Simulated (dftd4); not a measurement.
octasulfur (S8), singlet, geometry from GFN2-xTB; D4 for tpssh (dftd4 4.2.0).

dftd4 was given this input:
```
$ dftd4 mol.xyz --func tpssh --charge 0 --json dftd4.json --noedisp

# file mol.xyz
8

S      1.75411790    -1.78962887     0.07332880
S      1.52958456    -0.06385551     1.13564303
S      1.91565693     1.61650911     0.04727578
S      0.12771566     2.07563782    -0.95606029
S     -1.36295301     1.78306853     0.41879447
S     -2.36887737     0.11051203    -0.23977795
S     -1.52527058    -1.63948521     0.44497305
S     -0.06997411    -2.09275791    -0.92417688
```

What the program printed (banner, timings and long lists left out):

```
                    ____  _____ _____     ____  _  _
      -------------|  _ \|  ___|_   _|---|  _ \| || |------------
     |             | | | | |_    | | ___ | | | | || |_           |
     |             | |_| |  _|   | ||___|| |_| |__   _|          |
     |             |____/|_|     |_|     |____/   |_|            |
     |             ===================================           |
     |            E. Caldeweyher, S. Ehlert & S. Grimme          |
     |          Mulliken Center for Theoretical Chemistry        |
     |                    University of Bonn                     |
      -----------------------------------------------------------

Rational (Becke-Johnson) damping: tpssh-D4-ATM
---------------------
  s6         1.0000
  s8         1.8590
  s9         1.0000
  a1         0.4429
  a2         4.6023
 alp        16.0000
--------------------

Dispersion energy:      -3.2870514444825E-02 Eh

[Info] JSON dump of results written to 'dftd4.json'
```
